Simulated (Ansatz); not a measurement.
CH7GeNS, SMILES `[CH3][GeH]([NH2])[SH]`. Charge 0, multiplicity 1. Correlated methods include outer-core shells of Ge, which these sets cover unevenly. Scalar relativity is left out up to krypton.

```xyz
11

C     0.9357   -0.6988    1.0699
Ge   -0.4192    0.1609   -0.0246
N    -0.1482   -0.3887   -1.7532
S    -0.1497    2.3708   -0.1458
H     1.9230   -0.4638    0.6713
H     0.7983   -1.7822    1.0682
H     0.8727   -0.3396    2.0973
H    -1.8409   -0.0782    0.5425
H    -0.0699   -1.3886   -1.8764
H    -0.8093   -0.0213   -2.4230
H    -1.0926    2.6295    0.7738
```

(1) Give the diagnostics of a CCSD(T)/def2-TZVPP run (frozen core, Ansatz 0.2.0). (Best estimate.)

## Answers

(1) The calculation gave: T1 = 0.0102, largest single amplitude 0.012, largest double 0.023, (T) share of the correlation energy 3.8 %, 9 CCSD cycles. The RHF solution is stable towards an unrestricted one. T1 lies under the customary mark of 0.02 for closed shells.
